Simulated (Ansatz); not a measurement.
C2H9AlO4Si (SMILES [CH3][Al]([CH3])[O][Si](O)(O)O), singlet, at a GFN2-xTB geometry (such geometries of metal compounds can be far from the true shape); PBE/STO-3G (Ansatz, a program for electronic structure).

Ansatz was given this input:
Ansatz 0.2 input:
```yaml
crystal:
  periodic: [false, false, false]
  atoms:
    - {symbol: Al, position_ang: [-0.08361096, 1.59059272, 0.93055930]}
    - {symbol: C, position_ang: [1.11752489, 3.02428199, 0.23274765]}
    - {symbol: H, position_ang: [2.16434657, 2.70498471, 0.24167730]}
    - {symbol: H, position_ang: [1.05563987, 3.95047062, 0.80606611]}
    - {symbol: H, position_ang: [0.88254577, 3.26911754, -0.80779408]}
    - {symbol: C, position_ang: [-1.34209611, 1.62721872, 2.47896089]}
    - {symbol: H, position_ang: [-2.36270423, 1.38378647, 2.16792379]}
    - {symbol: H, position_ang: [-1.37590383, 2.59633354, 2.97894984]}
    - {symbol: H, position_ang: [-1.06879980, 0.88199479, 3.23229515]}
    - {symbol: O, position_ang: [-0.02580329, 0.13964329, 0.09061247]}
    - {symbol: Si, position_ang: [0.06261606, -1.26432402, -0.73781197]}
    - {symbol: O, position_ang: [1.21961170, -2.20704706, -0.10619565]}
    - {symbol: O, position_ang: [0.41028313, -0.96727297, -2.29221237]}
    - {symbol: O, position_ang: [-1.34768025, -2.05822347, -0.66254550]}
    - {symbol: H, position_ang: [1.04529252, -2.63577188, 0.72586984]}
    - {symbol: H, position_ang: [1.26435372, -0.60037842, -2.49971675]}
    - {symbol: H, position_ang: [-2.09831567, -1.69350873, -1.12069751]}
basis:
  gaussian:
    orbitals: STO-3G
hamiltonian:
  xc: pbe
output: {forces: true}
```

The log (banner, timings and long lists left out):

```
Functional definition: PBE
738 factors; integrals over basis functions are off by at most 6.4e-5 eV
mean field evaluation 1: about -24548.7022 eV, gradient 4.6e1 eV
mean field evaluation 2: about -24535.0068 eV, gradient 8.5e1 eV
mean field evaluation 4: about -24555.3164 eV, gradient 5.9e0 eV
mean field evaluation 8: about -24555.2901 eV, gradient 8.0e-2 eV
mean field -24555.29015934 eV, -902.3902691822 hartree, gradient 5.8e-5 eV, S^2 0.000000; 0 other end points of the search recorded, 0 dependent functions left out
the calculation of the forces begins
reference -24555.29019551 eV, -902.3902705114 hartree; 40, 40 occupied and 17, 17 virtual orbitals, 738 factors
Total energy: -24555.29019551 eV, -902.3902705114 hartree
Atom 0 at    -0.083611     1.590593     0.930559 Å, force     0.034155    -0.376142    -0.221955 eV/Å
Atom 1 at     1.117525     3.024282     0.232748 Å, force    -0.988783    -1.149468     0.587540 eV/Å
Atom 2 at     2.164347     2.704985     0.241677 Å, force     0.343211    -0.149929     0.071340 eV/Å
Atom 3 at     1.055640     3.950471     0.806066 Å, force    -0.049149     0.379207     0.264619 eV/Å
Atom 4 at     0.882546     3.269118    -0.807794 Å, force    -0.159007     0.069405    -0.339357 eV/Å
Atom 5 at    -1.342096     1.627219     2.478961 Å, force     1.032684    -0.003770    -1.254928 eV/Å
Atom 6 at    -2.362704     1.383786     2.167924 Å, force    -0.336686    -0.040239    -0.177694 eV/Å
Atom 7 at    -1.375904     2.596334     2.978950 Å, force     0.004388     0.426248     0.190069 eV/Å
Atom 8 at    -1.068800     0.881995     3.232295 Å, force     0.177775    -0.245425     0.242183 eV/Å
Atom 9 at    -0.025803     0.139643     0.090612 Å, force    -0.062790     1.317405     0.812167 eV/Å
Atom 10 at     0.062616    -1.264324    -0.737812 Å, force    -0.150008     2.252442     1.310993 eV/Å
Atom 11 at     1.219612    -2.207047    -0.106196 Å, force     2.863316     0.248634    -2.806207 eV/Å
Atom 12 at     0.410283    -0.967273    -2.292212 Å, force    -3.344077    -1.320096    -1.868204 eV/Å
Atom 13 at    -1.347680    -2.058223    -0.662546 Å, force     1.015785    -3.207907     2.175188 eV/Å
Atom 14 at     1.045293    -2.635772     0.725870 Å, force    -1.184804    -1.501138     3.322246 eV/Å
Atom 15 at     1.264354    -0.600378    -2.499717 Å, force     3.498054     1.455663    -0.312224 eV/Å
Atom 16 at    -2.098316    -1.693509    -1.120698 Å, force    -2.694066     1.845112    -1.995776 eV/Å
Dipole moment:    -0.026392     0.151259     0.087503 e Å
```
